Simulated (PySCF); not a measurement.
K, doublet. Base run: HF/6-311G** (PySCF).

Input for PySCF:
```python
from pyscf import gto, scf

mol = gto.M(
    atom='''
K     0.000000    0.000000    0.000000
''',
    basis='6-311g**',
    charge=0,
    spin=1,
    verbose=4,
)

mf = scf.UHF(mol)
mf.kernel()
```

Each row names what was changed in the base input (with any setting that the change needs).

```json
[
 {"change": "base", "ΔE vs base (mEh)": "0.000", "fitting functions": "-", "outcome": "converged"},
 {"change": "auxbasis = cc-pvtz-ri", "ΔE vs base (mEh)": "-", "fitting functions": "-", "outcome": "input refused"},
 {"change": "auxbasis = default (with mf = mf.density_fit())", "ΔE vs base (mEh)": "0.001", "fitting functions": "289", "outcome": "converged"},
 {"change": "auxbasis = cc-pvdz-jkfit", "ΔE vs base (mEh)": "-", "fitting functions": "-", "outcome": "input refused"},
 {"change": "auxbasis = cc-pvqz-jkfit", "ΔE vs base (mEh)": "-", "fitting functions": "-", "outcome": "input refused"},
 {"change": "only_dfj = on; auxbasis = def2-universal-jfit", "ΔE vs base (mEh)": "-0.004", "fitting functions": "56", "outcome": "converged"},
 {"change": "auxbasis = even-tempered beta=3.0", "ΔE vs base (mEh)": "-1.623", "fitting functions": "184", "outcome": "converged"},
 {"change": "auxbasis = def2-universal-jkfit", "ΔE vs base (mEh)": "0.001", "fitting functions": "160", "outcome": "converged"},
 {"change": "auxbasis = def2-svp-ri", "ΔE vs base (mEh)": "-3481.1", "fitting functions": "60", "outcome": "converged"},
 {"change": "auxbasis = autoaux", "ΔE vs base (mEh)": "0.000", "fitting functions": "285", "outcome": "converged"}
]
```

A fitting set is made for a task (jfit for Coulomb, jkfit for Coulomb and exchange, ri for correlation) and for a family of orbital bases.

Open shells are given as the SCF converged; they aren't shown to be the lowest states, and a large step between rows can be another state.

- auxbasis = cc-pvtz-ri: ended with `pyscf.lib.exceptions.BasisNotFoundError: Basis set not found for K in cc-pvtz-ri`
- auxbasis = cc-pvdz-jkfit: ended with `pyscf.lib.exceptions.BasisNotFoundError: Basis set not found for K in cc-pvdz-jkfit`
- auxbasis = cc-pvqz-jkfit: ended with `pyscf.lib.exceptions.BasisNotFoundError: Basis set not found for K in cc-pvqz-jkfit`
